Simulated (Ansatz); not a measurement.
Total energies of [CuBr3(NH3)]- (CuBr₃NH₃⁻) from Ansatz at PBE-D4/def2-TZVPD, gas phase (1 Eh = 27.2114 eV = 2625.5 kJ/mol). The reference geometry is relaxed at PBE-D4/def2-SVPD.

```
            state                     geometry  energy (Eh)
charge -1 doublet                    reference  -9418.36920
 charge 0 triplet                    reference  -9418.21540
 charge 0 triplet  relaxed at PBE-D4/def2-SVPD  -9418.22848
```

Q: Work out the vertical ionisation energy to the triplet.

A: E(charge 0 triplet) − E(charge -1 doublet) = -9418.21540 − (-9418.36920) = 0.15380 Eh = 4.19 eV. For comparison, −ε of the highest occupied level of the spin that leaves is 1.69 eV at this level, 2.50 eV less.

Q: How much does the charge 0 triplet relax, and what is the adiabatic ionisation energy?

A: Relaxation: -9418.21540 − (-9418.22848) = 0.01308 Eh = 0.36 eV. Adiabatic ionisation energy: 0.14072 Eh = 3.83 eV, without zero-point energy. 

At PBE-D4/def2-TZVPD the gap within one spin of the charge 0 triplet nearly closes, so an electron or hole may be smeared out by delocalisation error.
